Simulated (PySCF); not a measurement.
# Dipole response of Cr(2+) (chromium, charge +2)

[Ar] 3d3 4s1, high-spin 5F determinant (an excited configuration). All numbers are calculated (PySCF 2.14, scalar relativity by spin-free X2C-1e, in aug-cc-pVQZ-DK (9s8p6d4f3g2h, 140 functions)). Coupled (time-dependent) response in atomic units; α is the mean over directions.

```json
{"method": "UHF", "mean α (bohr³)": "25.91", "C₆ (like pair)": "114.0", "S(−4)": "638.9"}
```

S(−4) is the Cauchy moment in α(ω) = α(0) + S(−4) ω² + …

α(iu) at UHF:

```
u (hartree)  α(iu) (bohr³)
          0          25.91
     0.0500          24.41
      0.100          20.88
      0.200          13.60
      0.300          9.066
      0.500          5.030
      0.750          3.183
       1.00          2.342
       1.50          1.529
       2.00          1.109
       3.00         0.6684
       5.00         0.3207
```

For an ion, C₆ is the dispersion term alone; charge-induced terms of lower order in 1/R come first.
